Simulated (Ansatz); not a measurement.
One change: `C[O][Ga]([OH])[SH]` becomes `C[O][Ga]([SH])[Br]`.

Ansatz, PBE0-D4/def2-TZVP geometries, multiplicity 1. Each molecule was computed in one conformer, which needn't be the lowest.

Scalar relativity is left out up to krypton.

```
                                      property  `C[O][Ga]([OH])[SH]`
size of the dipole moment (PBE/def2-TZVPP) / D                  0.64
           LUMO energy (B3LYP/def2-TZVPP) / eV                 -1.09
             HOMO energy (PBE/def2-TZVPP) / eV                 -6.39
         HOMO energy (ωB97M-V/def2-TZVPP) / eV                -10.03
             LUMO energy (PBE/def2-TZVPP) / eV                 -1.69
         HOMO–LUMO gap (B3LYP/def2-TZVPP) / eV                  6.44
```

Q: What does the change do to each property? (Estimate.)

A: The calculation gave: 
| property | `C[O][Ga]([SH])[Br]` | shift |
| --- | --- | --- |
| size of the dipole moment (PBE/def2-TZVPP) / D | 1.29 | 0.65 |
| LUMO energy (B3LYP/def2-TZVPP) / eV | -1.52 | -0.43 |
| HOMO energy (PBE/def2-TZVPP) / eV | -6.57 | -0.18 |
| HOMO energy (ωB97M-V/def2-TZVPP) / eV | -10.15 | -0.12 |
| LUMO energy (PBE/def2-TZVPP) / eV | -2.13 | -0.44 |
| HOMO–LUMO gap (B3LYP/def2-TZVPP) / eV | 6.14 | -0.30 |

With PBE0 the HOMO falls by 0.14 eV and the LUMO falls by 0.46 eV, so the gap narrows by about 0.32 eV. PBE moves the HOMO by -0.18 eV and ωB97M-V by -0.12 eV. Dipoles are sizes alone; their direction can turn.

B3LYP here is the variant with VWN-RPA as its local correlation; programs differ in this.

Spin–orbit coupling is left out; it splits and shifts lone-pair levels of the heavy atoms by tenths of an eV.
